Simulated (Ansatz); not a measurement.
```yaml
crystal:
  periodic: [false, false, false]
  atoms:
    - {symbol: Al, position_ang: [-0.552990, 0.901670, -0.188622]}
    - {symbol: Br, position_ang: [0.777431, 0.502127, 0.569015]}
    - {symbol: Al, position_ang: [0.423028, -0.887903, 0.171529]}
    - {symbol: Br, position_ang: [-0.824462, -0.605478, -0.593281]}
    - {symbol: H, position_ang: [-0.246495, 1.598358, -1.009884]}
    - {symbol: H, position_ang: [-1.008212, 1.494284, 0.620682]}
    - {symbol: H, position_ang: [1.164046, -1.192036, -0.527809]}
    - {symbol: H, position_ang: [0.281949, -1.552139, 1.123550]}
basis:
  gaussian: {orbitals: def2-TZVPP}
hamiltonian: {xc: {name: B3LYP}, pseudopotentials: {relativity: scalar}}
scf: {lower_state_search: full}
```

```sh
$ ansatz run in.yaml --threads 4 --pin off --events-out ev --progress --plain --max-ram 10444MiB
```

Output, abridged:

```
Functional definition: B3LYP
1648 factors; their error is unknown
mean field evaluation 1: about -154652.3946 eV, gradient 6.0e1 eV
mean field evaluation 2: about -154648.0240 eV, gradient 7.9e1 eV
mean field evaluation 4: about -154660.7372 eV, gradient 2.2e0 eV
mean field evaluation 8: about -154661.4367 eV, gradient 6.5e-2 eV
mean field -154661.43671397 eV, -5683.7029659513 hartree, gradient 6.6e-5 eV, S^2 0.000000; 0 other end points of the search recorded, 0 dependent functions left out
reference -154661.43697321 eV, -5683.7029754783 hartree; 50, 50 occupied and 186, 186 virtual orbitals, 1648 factors
Total energy: -154661.43697321 eV, -5683.7029754783 hartree
Relativity: scalar
```

**Question.** What is wrong with this run?

**Answer.** The geometry is squeezed to about two thirds of its size. The calculation finished and met its thresholds. The result belongs to that input, not to the molecule as meant.

B3LYP here is the variant with VWN-RPA as its local correlation; programs differ in this.
